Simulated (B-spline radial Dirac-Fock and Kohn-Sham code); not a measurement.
## K-line shifts caused by a second vacancy in Te⁴⁺

System: Te⁴⁺ in the configuration [Kr] 4d10 5s2, inside a Watson sphere of charge -4 and radius 2 Å (a model of the Madelung potential; inside it an electron's potential energy is raised by 28.8 eV).

Input file task.json (cfg lists n, l and occupation; rrms is the nuclear radius in fm):

```json
{"items": [{
  "Z": 52,
  "q": 4,
  "cfg": [[1, 0, 2], [2, 0, 2], [2, 1, 6], [3, 0, 2], [3, 1, 6], [3, 2, 10], [4, 0, 2], [4, 1, 6], [4, 2, 10], [5, 0, 2]],
  "A": 130,
  "rrms": 4.7423,
  "watson": [-4, 2.0],
  "do": ["binding", "quiet", "double"]
}]}
```

Launch: `python xray_run.py task.json out`

Calculated with a radial atomic solver, using relaxed Dirac-Fock hole states (ΔSCF) with Breit and QED corrections and a finite nucleus. Each two-hole energy is an average over J within one jj subconfiguration, not an observable level; in light atoms, where LS coupling holds, the j-resolved values are not observed lines, and for a K spectator the Kα1 hypersatellite is nearly forbidden. Correlation and solid-state effects are left out.

Lines without a spectator: Kα2 (K-L2) 27199.9 eV, Kα1 (K-L3) 27470.8 eV, Kβ3 (K-M2) 30940.5 eV, Kβ1 (K-M3) 30992.1 eV. Shifts in eV with one spectator hole (a dash: not computed, or left out as unreliable):

```csv
spectator hole,Kα2,Kα1,Kβ3,Kβ1
K (1s),+605.6,+626.7,+773.9,+778.4
L2 (2p1/2),+67.8,+85.9,–,+180.2
L3 (2p3/2),+64.9,+65.5,+157.5,–
M2 (3p1/2),–,+10.30,+22.85,+27.64
M3 (3p3/2),+7.41,–,+23.12,+22.60
M4 (3d3/2),+1.51,-1.28,–,–
M5 (3d5/2),-1.83,+0.26,–,–
```

With n spectator holes in 2p, averaged over the 2p shell (energies in eV):

| n | KαLⁿ | step | hypersatellite KαʰLⁿ |
| --- | --- | --- | --- |
| 0 | 27380.4 | – | 28000.0 |
| 1 | 27451.4 | +70.9 | 28072.5 |
| 2 | 27523.6 | +72.2 | 28146.2 |
| 3 | 27597.1 | +73.5 | 28221.3 |
| 4 | 27672.0 | +74.9 | 28297.7 |
| 5 | 27748.2 | +76.2 | 28375.4 |
